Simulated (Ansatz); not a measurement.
Input file for Ansatz (a first-principles code): U-PBE/def2-TZVPP on C2H6Te (SMILES CC[TeH]), a point of a bond scan (R = 1.308 Å). Elements past Kr take the def2 small-core potentials; no spin–orbit coupling.

Ansatz 0.2 input:
```yaml
crystal:
  periodic: [false, false, false]
  atoms:
    - {symbol: Te, position_ang: [-0.44138321, -0.15496471, 0.45191112]}
    - {symbol: H, position_ang: [-1.52418312, -0.01188723, -0.80338633]}
    - {symbol: C, position_ang: [1.28066949, -0.19807008, -0.88149492]}
    - {symbol: C, position_ang: [1.48408250, 1.08238371, -1.67198061]}
    - {symbol: H, position_ang: [1.15128398, -1.06511094, -1.52490576]}
    - {symbol: H, position_ang: [2.11709438, -0.39946418, -0.21240134]}
    - {symbol: H, position_ang: [1.63148042, 2.11359947, -0.88053418]}
    - {symbol: H, position_ang: [0.63484937, 1.28423347, -2.32607898]}
    - {symbol: H, position_ang: [2.37745653, 1.00278155, -2.29931040]}
basis:
  gaussian:
    orbitals: def2-TZVPP
hamiltonian:
  xc: {name: PBE}
magnetization: {spin_polarized: true, initial_magnetization: 0}
```

Program output:

```
WARN ansatz: RAYON_NUM_THREADS=1 ignored (pool sized by the plan → 1); use --threads N
Functional definition: PBE
integrals: 0.09 GiB planned
1100 factors; their error is unknown
mean field: 0.94 GiB planned
mean field evaluation 1: about -9448.8565 eV, gradient 5.2e1 eV
mean field evaluation 2: about -9361.5530 eV, gradient 1.2e2 eV
mean field evaluation 4: about -9461.7462 eV, gradient 1.1e1 eV
mean field evaluation 8: about -9462.2368 eV, gradient 2.1e-1 eV
mean field evaluation 16: about -9462.0921 eV, gradient 8.1e-3 eV
mean field -9462.09214591 eV, -347.7254727259 hartree, gradient 5.0e-5 eV, S^2 0.000000; 0 other end points of the search recorded, 0 dependent functions left out
reference -9462.09218699 eV, -347.7254742356 hartree; 21, 21 occupied and 175, 175 virtual orbitals, 1100 factors
Total energy: -9462.09218699 eV, -347.7254742356 hartree
```

The run converged.

Cost: roughly 4 core-seconds.
